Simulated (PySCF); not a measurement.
Compound: C3H9GeNSi.
SMILES: `N#CC[C@H]([SiH3])[GeH3]`

Theory: TDDFT CAM-B3LYP/def2-SVPD, vertical, gas phase, core orbitals frozen in the response in PySCF. Geometry: PBE0-D3(BJ)/def2-SVP, one conformer, isolated molecule. The CAM-B3LYP/def2-SVPD calculation is non-relativistic and has no spin–orbit coupling, an omission that weighs most on germanium. Torsions of this conformer, `[N:1]#[C:2][CH2:3][C@H:4]([SiH3:5])[GeH3:6]`: C2–C3–C4–Si5 -173°.

**Question.** What does the calculation give for the low-lying excited states?

**Answer.** 

```json
{"state": "S1", "E (eV)": "7.51", "E (hartree)": "0.2760", "f": "0.017", "main configurations (H = HOMO, L = LUMO)": "H→L (47%)"}
{"state": "S2", "E (eV)": "7.68", "E (hartree)": "0.2823", "f": "0.014", "main configurations (H = HOMO, L = LUMO)": "H→L (43%)"}
{"state": "S3", "E (eV)": "7.90", "E (hartree)": "0.2904", "f": "0.013", "main configurations (H = HOMO, L = LUMO)": "H-3→L+5 (14%), H-1→L (8%)"}
{"state": "S4", "E (eV)": "7.95", "E (hartree)": "0.2920", "f": "0.0003", "main configurations (H = HOMO, L = LUMO)": "H-1→L+5 (13%), H-2→L+5 (12%)"}
{"state": "S5", "E (eV)": "8.22", "E (hartree)": "0.3021", "f": "0.187", "main configurations (H = HOMO, L = LUMO)": "H→L+1 (54%), H→L+3 (16%)"}
{"state": "S6", "E (eV)": "8.32", "E (hartree)": "0.3057", "f": "0.0021", "main configurations (H = HOMO, L = LUMO)": "H-1→L (60%), H-2→L (14%)"}
{"state": "S7", "E (eV)": "8.36", "E (hartree)": "0.3073", "f": "0.050", "main configurations (H = HOMO, L = LUMO)": "H→L+3 (50%), H→L+1 (17%), H→L+4 (8%)"}
{"state": "S8", "E (eV)": "8.50", "E (hartree)": "0.3125", "f": "0.011", "main configurations (H = HOMO, L = LUMO)": "H→L+4 (50%), H→L+2 (19%)"}
{"state": "S9", "E (eV)": "8.60", "E (hartree)": "0.3160", "f": "0.0052", "main configurations (H = HOMO, L = LUMO)": "H→L+4 (18%), H→L+7 (16%), H→L+2 (15%)"}
{"state": "S10", "E (eV)": "8.66", "E (hartree)": "0.3182", "f": "0.014", "main configurations (H = HOMO, L = LUMO)": "H-4→L (36%), H-2→L (18%)"}
```

Triplets (Tamm–Dancoff): T1 6.27 eV, H-3→L+5 (18%); T2 6.83 eV, H-3→L+9 (10%), H-3→L+5 (9%); T3 6.84 eV, H-3→L+5 (12%); T4 7.22 eV, H→L (65%), H→L+1 (18%).

The lowest singlet lies at 7.51 eV (165 nm, vacuum ultraviolet) and is weak; its leading configuration is HOMO→LUMO (47%). The strongest level in the table is S5 at 8.22 eV (151 nm, f = 0.187). Löwdin shares by element: HOMO carbon 32% or more, germanium 19%, silicon 11%, hydrogen 8% or more (atoms not listed hold the other 29%); LUMO silicon 20%, carbon 17% or more, germanium 16% (atoms not listed hold the other 47%). Orbital energies (eV): HOMO-3 -10.99, HOMO-2 -10.89, HOMO-1 -10.71, HOMO -10.04, LUMO 0.57, LUMO+1 0.96, LUMO+2 1.33. Of the 10 states listed, 7 reach f = 0.01 and 1 stays under 0.0005. Weighted by f, the mean energy of these states is 8.20 eV. All these states lie below the vertical ionisation energy of 10.65 eV (ΔSCF). Only the lowest 10 singlets were computed, as vertical energies without vibronic structure.

Time: 7.4 min of wall time; peak memory 1.0 GiB. Hardware: one thread, Arm Neoverse N1 (aarch64), no GPU (shared host).
